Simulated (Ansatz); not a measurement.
`O[SiH](O)S[SiH](O)O` and `O[SiH](O)S[SiH3]` differ in one atom or group.

Ansatz, PBE0-D4/def2-TZVP geometries, multiplicity 1. Each molecule was computed in one conformer, which needn't be the lowest.

```
                                      property  `O[SiH](O)S[SiH](O)O`
       HOMO–LUMO gap (ωB97M-V/def2-TZVPP) / eV                  11.80
size of the dipole moment (PBE/def2-TZVPP) / D                   2.12
         LUMO energy (ωB97M-V/def2-TZVPP) / eV                   1.81
           HOMO–LUMO gap (PBE/def2-TZVPP) / eV                   5.87
            HOMO energy (PBE0/def2-TZVPP) / eV                  -7.81
            LUMO energy (PBE0/def2-TZVPP) / eV                   0.20
```

(1) What does the change do to each property? (An estimate is asked.)

Results:

(1) Computed: 
```tsv
property	`O[SiH](O)S[SiH3]`	shift
HOMO–LUMO gap (ωB97M-V/def2-TZVPP) / eV	11.44	-0.36
size of the dipole moment (PBE/def2-TZVPP) / D	0.89	-1.23
LUMO energy (ωB97M-V/def2-TZVPP) / eV	1.63	-0.18
HOMO–LUMO gap (PBE/def2-TZVPP) / eV	5.55	-0.32
HOMO energy (PBE0/def2-TZVPP) / eV	-7.64	0.17
LUMO energy (PBE0/def2-TZVPP) / eV	0.00	-0.20
```

With PBE0 the HOMO rises by 0.17 eV and the LUMO falls by 0.20 eV, so the gap narrows by about 0.37 eV. PBE moves the HOMO by 0.13 eV and ωB97M-V by 0.18 eV. Dipoles are sizes alone; their direction can turn.
